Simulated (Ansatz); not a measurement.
Start from `CCNBN` and change one atom or group to get `CCN[SiH3]`.

Ansatz, PBE0-D4/def2-TZVP geometries, multiplicity 1. Each molecule was computed in one conformer, which needn't be the lowest.

```csv
property,`CCNBN`
HOMO energy (PBE0/def2-TZVPP) / eV,-6.46
size of the dipole moment (PBE/def2-TZVPP) / D,1.40
LUMO energy (PBE/def2-TZVPP) / eV,0.31
HOMO–LUMO gap (B3LYP/def2-TZVPP) / eV,7.00
size of the dipole moment (ωB97M-V/def2-TZVPP) / D,1.35
HOMO energy (PBE/def2-TZVPP) / eV,-5.14
```

Q: Give the same properties after the change, and the shifts. (Estimate.)

A: Ansatz gave: 
```csv
property,`CCN[SiH3]`,shift
HOMO energy (PBE0/def2-TZVPP) / eV,-6.77,-0.31
size of the dipole moment (PBE/def2-TZVPP) / D,1.30,-0.10
LUMO energy (PBE/def2-TZVPP) / eV,-0.31,-0.62
HOMO–LUMO gap (B3LYP/def2-TZVPP) / eV,6.83,-0.17
size of the dipole moment (ωB97M-V/def2-TZVPP) / D,1.29,-0.06
HOMO energy (PBE/def2-TZVPP) / eV,-5.43,-0.29
```

With PBE0 the HOMO falls by 0.31 eV and the LUMO falls by 0.59 eV, so the gap narrows by about 0.28 eV. PBE moves the HOMO by -0.29 eV and ωB97M-V by -0.33 eV. Dipoles are sizes alone; their direction can turn.

B3LYP here is the variant with VWN-RPA as its local correlation; programs differ in this.
